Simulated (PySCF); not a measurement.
Gas-phase reaction: 2 In(CH3)3 + 3 C2H4 ⇌ 2 InCH3 + 2 CH3C(CH3)2CH3

Computed with PySCF and rigid-rotor harmonic-oscillator thermochemistry at 1 bar. † marks an energy on the PBE0/def2-TZVP geometry and frequencies; other levels use their own. CCSD(T) freezes the core. All species are closed-shell singlets. In: scalar-relativistic def2 core potential, no spin-orbit coupling. Methyl groups turn as free rotors in In(CH3)3. InCH3: computed as isolated molecules; such fragments, hydroxides, amides, oligomers or adducts are transient or little studied in the gas. CCSD(T) isn't extrapolated to the basis-set limit. The harmonic model lacks anharmonicity and excited electronic states, which grow with temperature; levels with a mode under 35 cm⁻¹ are left out. Internal rotation in CH3C(CH3)2CH3 is treated as a harmonic vibration of one conformer, which makes the entropy rough. Soft modes under 120 cm⁻¹ make the harmonic entropy rough for In(CH3)3.

```tsv
level	ΔE electronic, kJ	ΔH°(298 K), kJ	ΔS°(298 K), J/K	ΔG°(800 K), kJ
BLYP/def2-TZVP†	-309	-265	-269	-49
CCSD(T)/def2-SVP†	-444	-400	-269	-183
M06-2X/def2-TZVP†	-381	-337	-269	-120
PBE/def2-SVP	-438	-395	-274	-175
PBE0/def2-SVP†	-462	-418	-269	-201
PBE0/def2-TZVP	-395	-351	-269	-134
r2SCAN/def2-TZVP†	-375	-331	-269	-114
ωB97M-V/def2-TZVP†	-372	-328	-269	-111
ωB97X-V/def2-TZVP†	-385	-341	-269	-124
```
ΔH° is lowest at PBE0/def2-SVP† and highest at BLYP/def2-TZVP†. No reference value is set beside these.
